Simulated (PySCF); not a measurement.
**Electron correlation in Sn⁺ (tin, charge +1)**

[Kr] 4d10 5s2 5p1, 2P determinant. Calculation: PySCF 2.14, in aug-cc-pwCVTZ-PP with ECP28MDF (8s7p6d4f1g, 96 functions); a scalar-relativistic core potential. Frozen: 4s2 4p6 4d10; 3 electrons correlated.

```csv
level,correlation energy (mhartree)
CCSD,-44.99
(T),-0.71
CCSD(T),-45.70
```

Diagnostics: T1 = 0.011, D1 = 0.0244, largest double amplitude 0.092.

Problem. Is a single reference adequate?

Solution. Mostly. T1 lies below 0.03, but a double amplitude of this size points to a near-degeneracy that CCSD handles and MP2 describes poorly.
